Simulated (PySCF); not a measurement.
## Frontier orbitals and the lowest excitations

Compound: C4H5FOS2.
SMILES with atom numbers: `[O:1]=[CH:2]/[CH:3]=[CH:4]/[S:5][S:6][CH2:7][F:8]` (hydrogens: H9 on C2; H10 on C3; H11 on C4; H12, H13 on C7)

Geometry (GFN2-xTB, Å), atoms numbered from 1 in this order:
```
atom  x, y, z in Å
O1    -3.2678    0.9170    0.8792
C2    -2.4984    0.9198   -0.0501
C3    -1.2781    0.1257   -0.1414
C4    -0.9171   -0.6780    0.8628
S5     0.4835   -1.6999    0.9703
S6     1.4709   -1.4540   -0.7997
C7     2.5882   -0.0557   -0.4232
F8     1.9375    1.1333   -0.4918
H9    -2.6774    1.5551   -0.9377
H10   -0.6877    0.2206   -1.0405
H11   -1.5223   -0.7505    1.7552
H12    3.3704   -0.0652   -1.1850
H13    2.9938   -0.1675    0.5842
```

Computed with TDDFT CAM-B3LYP/def2-SVPD, vertical, gas phase, core orbitals frozen in the response (PySCF 2.14.0, density-fitted response routines).

Frontier orbitals with the atoms that hold most of them (Löwdin shares over 4%, at most four atoms; ? is withheld):

```csv
orbital,ε (eV),atoms
LUMO+2,0.97,"S6 34%, S5 22%, C7 14%, H12 11%"
LUMO+1,-0.25,"S6 42%, S5 41%, C7 5%, C4 4%"
LUMO,-0.99,?
HOMO,-8.43,?
HOMO-1,-9.01,"O1 63%, C2 16%, H9 9%, C3 9%"
HOMO-2,-9.45,"S6 67%, S5 14%, C7 7%, C4 5%"
HOMO-3,-10.84,"S6 27%, C4 18%, S5 16%, C3 10%"
```

Task: Give the leading atoms of the LUMO.

Result: C4 (bonded to C, S and H) 25%; C2 (bonded to C, O and H) 21%; O1 (bonded to C) 17%; C3 (bonded to 2 C and H) 16%. By element: carbon 62% or more, oxygen 17%.

Task: Give the leading atoms of the HOMO.

Result: S5 (bonded to C and S) 38%; C3 (bonded to 2 C and H) 22%; C4 (bonded to C, S and H) 15%; O1 (bonded to C) 8%. By element: sulfur 38% or more, carbon 37% or more, oxygen 8%.

Task: How does S1 compare with the orbital gap of 7.44 eV?

Result: S1 is at 3.68 eV (f = 0.0003), 3.76 eV below the gap, made of HOMO-1→LUMO (92%). Its leading pair isn't HOMO and LUMO; the energies of that pair differ by 8.01 eV. Without the coupling terms of the response equations the lowest excitation would equal the gap.

Task: Give energy, strength and leading configuration of S1, S4, S5 and S8, and follow the Löwdin shares of the leading atoms from the occupied to the empty orbital.

Result: 
- S1 (3.68 eV, f 0.0003), HOMO-1→LUMO (92%): O1 63% → 17%, C2 16% → 21%, C4 at most 5% → 25%
- S4 (5.24 eV, f 0.0081), HOMO-2→LUMO+1 (76%): S6 67% → 42%, S5 14% → 41%
- S5 (5.67 eV, f 0.0014), HOMO-2→LUMO (78%): S6 67% → at most 16%, S5 14% → at most 16%, C4 5% → 25%, C2 at most 5% → 21%
- S8 (6.73 eV, f 0.016), HOMO-1→LUMO+1 (92%): O1 63% → at most 5%, C2 16% → at most 5%, S6 at most 5% → 42%, S5 at most 5% → 41%

One conformer stands for the species.
